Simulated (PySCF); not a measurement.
Ge(Cl)3(OSiH3) (Cl3GeH3OSi), SMILES [Cl][Ge]([O][SiH3])([Cl])[Cl]. Heavy atoms are numbered as in [SiH3:1][O:2][Ge:3]([Cl:4])([Cl:5])[Cl:6]. Hydrogens are named by the atom that carries them.

Geometry: PBE0-D3(BJ)/def2-SVP. One conformer was computed; it need not be the lowest.

The numbers are results of PBE/def2-TZVP in PySCF, not measurements.

Atomic charges (e), one atom of each kind:

```json
[
 {"atom": "Si1 (SiH3)", "Mulliken": "0.27", "meta-Löwdin": "0.68", "Löwdin": "0.14"},
 {"atom": "O2", "Mulliken": "-0.36", "meta-Löwdin": "-0.75", "Löwdin": "-0.08"},
 {"atom": "Ge3", "Mulliken": "[?]", "meta-Löwdin": "1.05", "Löwdin": "-0.49"},
 {"atom": "Cl4", "Mulliken": "[?]", "meta-Löwdin": "-0.25", "Löwdin": "0.18"},
 {"atom": "H on Si1", "Mulliken": "[?]", "meta-Löwdin": "-0.09", "Löwdin": "-0.04"}
]
```

Question: Complete the blanks. (The exact figures need the calculation; the answer reports its results.)

Answer: 
- Ge3, Mulliken: 0.81
- Cl4, Mulliken: -0.22
- H on Si1, Mulliken: -0.02
